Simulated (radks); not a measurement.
Eu LV, configuration [He] 2s2 2p5.

Method: Dirac Kohn-Sham, LB94 model potential, spin-unpolarised, spherical densities, finite nucleus; open shells fill j = l - 1/2 first; Fermi nuclear charge, rms radius 5.1115 fm; computed with a radial shooting solver on a logarithmic mesh with Libxc functionals.

Energy parts (eV):
part                  energy
kinetic            223531.13
electron-nucleus  -436634.57
Hartree             15217.25
(The LB94 potential has no energy functional, so no total or exchange-correlation energy is given.)

Orbitals (lengths in bohr, moments of r in powers of bohr; <r^-3> diverges for s and p1/2; r(max) is where P^2 peaks):
\begin{tabular}{lrrrrrrr}
orbital & occ. & eigenvalue (eV) & <r^-3> & <r> & <r^2> & r(max) & small-component weight \\ \hline
1s1/2 & 2 & -53031.91 & - & 0.02226 & 0.0006753 & 0.01419 & 5.51e-02 \\
2s1/2 & 2 & -12134.11 & - & 0.09243 & 0.01011 & 0.07970 & 1.27e-02 \\
2p1/2 & 2 & -11818.55 & - & 0.07693 & 0.007277 & 0.05999 & 1.27e-02 \\
2p3/2 & 3 & -11129.32 & 9956 & 0.08330 & 0.008400 & 0.06559 & 1.18e-02 \\
\end{tabular}

The highest occupied level is 2p3/2 at -11129.3 eV. The electron density at the nucleus is 5.648e+05 e/bohr^3. For comparison, the ionisation energy in NIST's Atomic Spectra Database is 11153 eV (theoretical). In exact Kohn-Sham theory the highest level is minus the ionisation energy, but local and semilocal functionals leave it too shallow, through self-interaction and a potential that decays too fast; potentials with the right tail come closer. The density falls to 0.001 e/bohr^3 at r = 0.36 bohr. Summed over all electrons, <r^2> = 0.06132 bohr^2, which gives a Langevin (diamagnetic) susceptibility term of -0.0486 x 10^-6 cm^3/mol.

Beside tabulated values, note that spin-unpolarised runs miss the spin-polarisation part of the exchange energy of open shells.
